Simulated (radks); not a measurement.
The numbers below are computed, except where a source is named.
The table gives one normalised radial function P(r) = r R(r) of Hf70+ in [He] (r in bohr). Code: a radial shooting solver on a logarithmic mesh with Libxc functionals. Model: scalar-relativistic Kohn-Sham, PBE, spin-unpolarised, spherical densities, point nucleus.

r	P
0.0007472	1.3650
0.0008699	1.5397
0.001013	1.7343
0.00117	1.9382
0.001362	2.1755
0.001572	2.4219
0.001831	2.7055
0.002131	3.0131
0.002461	3.3258
0.002865	3.6765
0.003309	4.0251
0.003852	4.4054
0.004485	4.7907
0.005179	5.1515
0.006029	5.5153
0.006963	5.8299
0.008106	6.1121
0.009437	6.3226
0.0109	6.4355
0.01269	6.4425
0.01465	6.3259
0.01706	6.0602
0.01986	5.6444
0.02293	5.1200
0.0267	4.4519
0.03083	3.7447
0.0359	2.9688
0.04179	2.2184
0.04826	1.5800
0.05618	1.0217
0.06489	0.6208
0.07554	0.3305

Which n and l does it have? It may be an empty orbital.

Answer. n = 1, l = 0: the number of nodes gives n - l - 1 = 0, the rise at small r (about r^(l+1), flatter next to the nucleus through relativity) gives l, and the extent must fit the shell. The curve is that of 1s. 1s: eigenvalue -74341 eV, 0 radial nodes, <r> = 0.0189 bohr, 90 % of the charge inside 0.0343 bohr.
